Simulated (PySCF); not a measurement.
C2H6Zn, SMILES [CH3][Zn][CH3] (connectivity only; charge and spin as stated), charge +1, multiplicity 2. Atoms are numbered in the order given.

```xyz
9

Zn     0.0000     0.0000     0.0000
C      0.0000     0.0000    -2.0455
H      0.9281     0.5358    -2.2870
H     -0.9281     0.5358    -2.2870
H      0.0000    -1.0717    -2.2870
C      0.0000     0.0000     2.0455
H      0.9281    -0.5358     2.2870
H     -0.9281    -0.5358     2.2870
H      0.0000     1.0717     2.2870
```
Charge +1, spin multiplicity 2.

Geometry optimised at PBE0-D3(BJ)/def2-SVP. The multiplicity is an assumed one; other spin states were not compared. The isomer is the one that the SMILES or the coordinates give; other isomers of the formula were not compared.

Calculation: r2SCAN/def2-TZVPD (PySCF).

Mulliken values depend strongly on the basis, most of all with diffuse functions as here. ESP charges are fitted to the potential on shells at 1.4 to 2.0 van der Waals radii. Atomic charges (e):

```tsv
atom	Mulliken	meta-Löwdin	ESP fit	Mulliken spin
Zn1	0.48	1.01	0.62	0.07
C2	-0.29	-0.53	-0.45	0.46
H3	0.18	0.18	0.21	0.00
H4	0.18	0.18	0.21	0.00
H5	0.18	0.18	0.21	0.00
C6	-0.29	-0.53	-0.45	0.46
H7	0.18	0.18	0.21	0.00
H8	0.18	0.18	0.21	0.00
H9	0.18	0.18	0.21	0.00
```
